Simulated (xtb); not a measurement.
xtb input (GFN2-xTB):

```bash
xtb mol.xyz --gfn 2 --ohess tight --chrg 0 --uhf 0
```
mol.xyz:
```
5

Br     1.61345949     0.12620223     0.07059307
C     -0.00187528    -0.91865046     0.03259989
Br    -1.65122795     0.12343699    -0.05199580
H      0.02725989    -1.51125795    -0.91416550
H     -0.02201369    -1.52441296     0.93129470
```

Output:

```
           -------------------------------------------------
          |                Calculation Setup                |
           -------------------------------------------------

           -------------------------------------------------
          |                 G F N 2 - x T B                 |
           -------------------------------------------------

        Reference                      10.1021/acs.jctc.8b01176
      * Hamiltonian:
        H0-scaling (s, p, d)           1.850000    2.230000    2.230000
        zeta-weighting                 0.500000
      * Dispersion:
        s8                             2.700000
        a1                             0.520000
        a2                             5.000000
        s9                             5.000000
      * Repulsion:
        kExp                           1.500000    1.000000
        rExp                           1.000000
      * Coulomb:
        alpha                          2.000000
        third order                    shell-resolved
        anisotropic                    true
        a3                             3.000000
        a5                             4.000000
        cn-shift                       1.200000
        cn-exp                         4.000000
        max-rad                        5.000000

          ...................................................
          :                      SETUP                      :
          :.................................................:
          :  # basis functions                  26          :
          :  # atomic orbitals                  24          :
          :  # shells                           10          :
          :  # electrons                        20          :
          :  max. iterations                   250          :
          :  Hamiltonian                  GFN2-xTB          :
          :  restarted?                      false          :
          :  GBSA solvation                  false          :
          :  PC potential                    false          :
          :  electronic temp.          300.0000000     K    :
          :  accuracy                    1.0000000          :
          :  -> integral cutoff          0.2500000E+02      :
          :  -> integral neglect         0.1000000E-07      :
          :  -> SCF convergence          0.1000000E-05 Eh   :
          :  -> wf. convergence          0.1000000E-03 e    :
          :  Broyden damping             0.4000000          :
          :  net charge                          0          :
          :  unpaired electrons                  0          :
          ...................................................

 iter      E             dE          RMSdq      gap      omega  full diag
   1    -11.3018148 -0.113018E+02  0.817E+00    5.20       0.0  T
   2    -11.3337368 -0.319220E-01  0.684E+00    4.42       1.0  T
   3    -11.3449990 -0.112623E-01  0.238E+00    4.63       1.0  T
   4    -11.3491225 -0.412341E-02  0.987E-01    4.42       1.0  T
   5    -11.3496536 -0.531125E-03  0.295E-01    4.39       1.0  T
   6    -11.3495957  0.578317E-04  0.244E-01    4.37       1.0  T
[...]
   full:       -9.153      -0.039       5.421      -0.450      -0.054       3.733

           -------------------------------------------------
          |                Geometry Summary                 |
           -------------------------------------------------

      molecular mass/u    :      173.8336730
   center of mass at/Å    :       -0.0112198       0.0566573       0.0152915
  moments of inertia/u·Å² :        0.1985704E+02   0.4161359E+03   0.4327206E+03
rotational constants/cm⁻¹ :        0.8489499E+00   0.4050992E-01   0.3895731E-01

 * 4 selected distances

     #   Z          #   Z                                           value/Å
     1  35 Br       2   6 C                                       1.9390550
     2   6 C        3  35 Br                                      1.9391676 (max)
     2   6 C        4   1 H                                       1.0877632
     2   6 C        5   1 H                                       1.0877366 (min)

 * 2 distinct bonds (by element types)

   Z      Z             #   av. dist./Å        max./Å        min./Å
   1 H    6 C           2     1.0877499     1.0877632     1.0877366
   6 C   35 Br          2     1.9391113     1.9391676     1.9390550

           -------------------------------------------------
          |               Frequency Printout                |
           -------------------------------------------------
 projected vibrational frequencies (cm⁻¹)
eigval :       -0.00    -0.00    -0.00     0.00     0.00     0.00
eigval :      150.40   548.66   551.16   806.09  1105.26  1176.16
eigval :     1374.93  2995.38  3008.39
 reduced masses (amu)
   1:  8.68   2: 73.85   3: 76.65   4: 75.86   5: 78.94   6: 78.76   7: 75.31   8: 19.08
   9: 20.97  10:  4.43  11:  1.32  12:  2.31  13:  1.80  14:  1.45  15:  2.10
 IR intensities (km·mol⁻¹)
   1: 20.76   2:  0.28   3:  0.40   4:  0.09   5:  0.74   6:  0.46   7:  6.17   8: 36.08
   9:  6.13  10:  0.02  11:  0.00  12:253.19  13:  0.50  14:  0.67  15:  1.58
 Raman intensities (Ä⁴*amu⁻¹)
   1:  0.00   2:  0.00   3:  0.00   4:  0.00   5:  0.00   6:  0.00   7:  0.00   8:  0.00
   9:  0.00  10:  0.00  11:  0.00  12:  0.00  13:  0.00  14:  0.00  15:  0.00
 output can be read by thermo (or use thermo option).
 writing <g98.out> molden fake output.
 recommended (thermochemical) frequency scaling factor: 1.0
Molecule has the following symmetry elements: (C2) 2*(sigma)
It seems to be the C2v point group
Note: The following floating-point exceptions are signalling: IEEE_DENORMAL
normal termination of xtb
           -------------------------------------------------
          |             Thermodynamic Functions             |
           -------------------------------------------------

c2v symmetry found (for desy threshold:  0.10E+00) used in thermo

          ...................................................
          :                      SETUP                      :
          :.................................................:
          :  # frequencies                           9      :
          :  # imaginary freq.                       0      :
          :  linear?                             false      :
          :  only rotor calc.                    false      :
          :  symmetry                              c2v      :
          :  rotational number                       2      :
          :  scaling factor                  1.0000000      :
          :  rotor cutoff                   50.0000000 cm⁻¹ :
          :  imag. cutoff                  -20.0000000 cm⁻¹ :
          :.................................................:

    mode    ω/cm⁻¹     T·S(HO)/kcal·mol⁻¹    T·S(FR)/kcal·mol⁻¹   T·S(vib)
   ------------------------------------------------------------------------
       1    150.40    -0.79521 ( 98.79%)    -0.73019 (  1.21%)    -0.79442
   ------------------------------------------------------------------------

   temp. (K)  partition function   enthalpy   heat capacity  entropy
                                   cal/mol     cal/K/mol   cal/K/mol   J/K/mol
 298.15  VIB   2.31                  721.569      5.424      4.082
         ROT  0.722E+05              888.752      2.981     25.213
         INT  0.167E+06             1610.322      8.405     29.296
         TR   0.222E+28             1481.254      4.968     41.347
         TOT                        3091.5757    13.3731    70.6433   295.5717

       T/K    H(0)-H(T)+PV         H(T)/Eh          T*S/Eh         G(T)/Eh
   ------------------------------------------------------------------------
    298.15    0.492674E-02    0.316187E-01    0.335649E-01   -0.194619E-02
   ------------------------------------------------------------------------

         :::::::::::::::::::::::::::::::::::::::::::::::::::::
         ::                  THERMODYNAMIC                  ::
         :::::::::::::::::::::::::::::::::::::::::::::::::::::
         :: total free energy         -11.311257426063 Eh   ::
         ::.................................................::
         :: total energy              -11.309311240058 Eh   ::
         :: zero point energy           0.026692004860 Eh   ::
         :: G(RRHO) w/o ZPVE           -0.028638190865 Eh   ::
         :: G(RRHO) contrib.           -0.001946186005 Eh   ::
         :::::::::::::::::::::::::::::::::::::::::::::::::::::

optimized geometry written to: xtbopt.xyz

           -------------------------------------------------
          | TOTAL ENERGY              -11.309311240058 Eh   |
          | TOTAL ENTHALPY            -11.277692495691 Eh   |
          | TOTAL FREE ENERGY         -11.311257426063 Eh   |
          | GRADIENT NORM               0.000051023587 Eh/α |
          | HOMO-LUMO GAP               4.440261993943 eV   |
           -------------------------------------------------

------------------------------------------------------------------------
------------------------------------------------------------------------
 total:
 SCF:
 ANC optimizer:
 analytical hessian:
```
